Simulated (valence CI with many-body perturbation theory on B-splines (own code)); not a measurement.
# E1 line list for Sm49+

Computed by configuration interaction combined with many-body perturbation theory (CI+MBPT): three valence electrons over a frozen Dirac-Fock core [Ne], radial functions for each j: 11 s, 11 p, 9 d, 7 f, 5 g, 2 h, 1 i, with the one-electron correlation potential Σ1, the two-electron term Σ2, the three-electron term Σ3, Breit, model QED; selected CI, second order for the rest (own B-spline code, finite nucleus).

No measured spectrum was set against this ion. As an estimate, large intervals hold to a few tenths of a per cent, small ones and those within an open d or f shell to about a per cent.

Lines 151 to 200 of 272 in falling wavelength, among levels below 849.37 eV, chosen from the strongest by gf and those to the six lowest levels. Wavelengths and rates use the calculated energies. Electric multipoles are in the length gauge, E1 and E2 with the static RPA response of the core. Weak lines are less certain than strong ones. Lines between different terms over intervals too small for the method are left out, as are lines whose strength nearly cancels. Where a level lies close to another of its J and parity, the split of strength between their lines is uncertain. The highest levels of a list are the least certain.

Levels are named by their leading jj configuration (3d3/2^4 stands for four electrons in 3d with j = 3/2), which in mixed levels can hold well under half, so a name can repeat and another be missing. Letters in brackets count levels of one name in rising energy.

```tsv
λ vac (Å)	Upper	Lower	A (s⁻¹)	log gf	Branch %
40.35	(3s 3p3/2^2) J=3/2	(3s^2 3p3/2) J=3/2	1.07e+12	0.02	100.0
40.35	(3s 3p3/2 3d5/2) J=3/2 [a]	(3s^2 3d3/2) J=3/2	8.65e+10	-1.07	17.9
40.19	(3s 3p3/2 3d5/2) J=3/2 [b]	(3s^2 3d5/2) J=5/2	6.30e+11	-0.21	73.6
40.08	(3s 3p3/2 3d3/2) J=3/2 [a]	(3s 3p1/2 3p3/2) J=3/2 [b]	5.17e+09	-2.30	0.9
39.93	(3s 3p3/2 3d3/2) J=1/2 [a]	(3s 3p1/2 3p3/2) J=3/2 [b]	3.54e+10	-1.77	7.1
39.91	(3s 3p3/2 3d5/2) J=5/2 [b]	(3s^2 3d5/2) J=5/2	5.14e+11	-0.13	56.3
39.90	(3s 3p3/2 3d3/2) J=5/2 [a]	(3s 3p1/2 3p3/2) J=3/2 [b]	4.40e+10	-1.20	5.8
39.81	(3p1/2 3p3/2^2) J=5/2	(3s 3p1/2 3p3/2) J=3/2 [a]	1.56e+10	-1.65	3.9
39.72	(3p1/2 3p3/2 3d3/2) J=3/2 [a]	(3p1/2^2 3p3/2) J=3/2	1.22e+11	-0.94	23.6
39.63	(3p1/2 3p3/2 3d5/2) J=5/2 [b]	(3s 3p1/2 3d5/2) J=5/2 [a]	1.80e+11	-0.60	21.9
39.60	(3p1/2 3p3/2 3d3/2) J=5/2 [b]	(3s 3p1/2 3d3/2) J=5/2	7.78e+10	-0.96	8.7
39.30	(3p1/2 3p3/2^2) J=3/2	(3s 3p1/2 3p3/2) J=3/2 [a]	3.34e+11	-0.51	37.0
38.94	(3s 3d3/2 3d5/2) J=7/2 [a]	(3s 3p1/2 3d5/2) J=5/2 [b]	5.89e+10	-0.97	8.0
38.92	(3s 3d3/2^2) J=3/2	(3s 3p1/2 3d3/2) J=1/2	4.49e+11	-0.39	42.4
38.48	(3p1/2 3p3/2 3d5/2) J=3/2 [b]	(3s 3p1/2 3d5/2) J=5/2 [a]	9.43e+10	-1.08	15.2
38.40	(3p3/2^3) J=3/2	(3s 3p3/2^2) J=5/2	2.10e+11	-0.73	14.0
38.36	(3p1/2 3p3/2 3d3/2) J=5/2 [b]	(3s 3p1/2 3d3/2) J=3/2 [a]	1.46e+11	-0.71	16.4
38.18	(3s 3d3/2^2) J=5/2	(3s 3p1/2 3d3/2) J=3/2 [b]	4.80e+11	-0.20	46.2
38.10	(3s 3p3/2 3d3/2) J=3/2 [b]	(3s 3p1/2 3p3/2) J=1/2	2.76e+11	-0.62	29.2
38.05	(3p1/2 3p3/2 3d5/2) J=5/2 [b]	(3s 3p1/2 3d3/2) J=3/2 [b]	1.65e+11	-0.67	20.0
37.93	(3p1/2 3p3/2^2) J=1/2	(3s 3p1/2 3p3/2) J=3/2 [a]	4.04e+10	-1.76	6.4
37.88	(3s 3p3/2 3d3/2) J=3/2 [a]	(3s 3p1/2 3p3/2) J=5/2	8.53e+10	-1.13	14.3
37.88	(3s 3d3/2 3d5/2) J=7/2 [a]	(3s 3p1/2 3d5/2) J=7/2	3.92e+11	-0.17	53.4
37.72	(3s 3p3/2 3d3/2) J=5/2 [a]	(3s 3p1/2 3p3/2) J=5/2	5.00e+11	-0.19	65.5
37.37	(3s 3p3/2 3d3/2) J=7/2	(3s 3p1/2 3p3/2) J=5/2	4.58e+11	-0.12	96.8
37.25	(3s 3d3/2 3d5/2) J=5/2 [a]	(3s 3p1/2 3d5/2) J=7/2	1.08e+11	-0.87	13.7
37.15	(3s 3p3/2 3d3/2) J=3/2 [b]	(3s 3p1/2 3p3/2) J=3/2 [b]	3.91e+11	-0.49	41.4
37.04	(3s 3d3/2 3d5/2) J=5/2 [b]	(3s 3p1/2 3d5/2) J=3/2	2.49e+11	-0.51	27.2
36.87	(3p1/2 3p3/2 3d3/2) J=3/2 [b]	(3p1/2^2 3p3/2) J=3/2	7.42e+11	-0.22	75.2
36.86	(3s 3d3/2 3d5/2) J=3/2 [b]	(3s 3p1/2 3d5/2) J=3/2	4.24e+11	-0.46	49.8
36.82	(3s 3d3/2 3d5/2) J=7/2 [a]	(3s 3p1/2 3d5/2) J=5/2 [a]	1.53e+11	-0.61	20.8
36.77	(3p1/2 3p3/2 3d3/2) J=5/2 [b]	(3p1/2^2 3p3/2) J=3/2	2.71e+11	-0.48	30.4
36.70	(3s 3p1/2 3d3/2) J=1/2	(3s 3p1/2^2) J=1/2	6.79e+11	-0.56	97.1
36.60	(3s 3d3/2 3d5/2) J=7/2 [b]	(3s 3p1/2 3d5/2) J=5/2 [b]	3.34e+11	-0.27	58.2
36.58	(3s 3d3/2 3d5/2) J=5/2 [b]	(3s 3p1/2 3d5/2) J=5/2 [b]	3.95e+11	-0.32	43.0
36.54	(3s 3d3/2 3d5/2) J=9/2	(3s 3p1/2 3d5/2) J=7/2	4.23e+11	-0.07	66.8
36.45	(3s 3d3/2^2) J=1/2	(3s 3p1/2 3d3/2) J=3/2 [b]	8.09e+11	-0.49	61.6
36.44	(3p1/2 3p3/2 3d3/2) J=1/2 [b]	(3p1/2^2 3p3/2) J=3/2	4.68e+11	-0.73	54.6
36.40	(3s 3d3/2 3d5/2) J=3/2 [b]	(3s 3p1/2 3d5/2) J=5/2 [b]	1.46e+11	-0.93	17.2
36.38	(3s 3p1/2 3d3/2) J=3/2 [b]	(3s 3p1/2^2) J=1/2	7.94e+11	-0.20	97.7
36.34	(3s 3p3/2 3d3/2) J=3/2 [a]	(3s 3p1/2 3p3/2) J=3/2 [a]	4.91e+11	-0.41	82.3
36.23	(3s 3d3/2 3d5/2) J=5/2 [a]	(3s 3p1/2 3d5/2) J=5/2 [a]	3.87e+11	-0.34	49.0
36.21	(3s 3p3/2 3d3/2) J=1/2 [a]	(3s 3p1/2 3p3/2) J=3/2 [a]	4.60e+11	-0.74	91.9
36.19	(3s 3p3/2 3d3/2) J=5/2 [a]	(3s 3p1/2 3p3/2) J=3/2 [a]	2.11e+11	-0.60	27.7
36.13	(3s 3d3/2^2) J=1/2	(3s 3p1/2 3d3/2) J=1/2	4.78e+11	-0.73	36.4
36.13	(3s 3p3/2 3d3/2) J=1/2 [b]	(3s 3p1/2 3p3/2) J=1/2	5.60e+11	-0.66	40.3
36.12	(3s^2 3d3/2) J=3/2	(3s^2 3p1/2) J=1/2	9.76e+11	-0.12	100.0
35.98	(3s 3d3/2 3d5/2) J=1/2	(3s 3p1/2 3d5/2) J=3/2	8.08e+11	-0.50	74.6
35.85	(3s 3d3/2 3d5/2) J=3/2 [a]	(3s 3p1/2 3d5/2) J=5/2 [a]	4.68e+11	-0.44	64.3
35.75	(3s 3p3/2 3d5/2) J=5/2 [a]	(3s 3p1/2 3p3/2) J=3/2 [b]	4.00e+10	-1.34	7.8
```
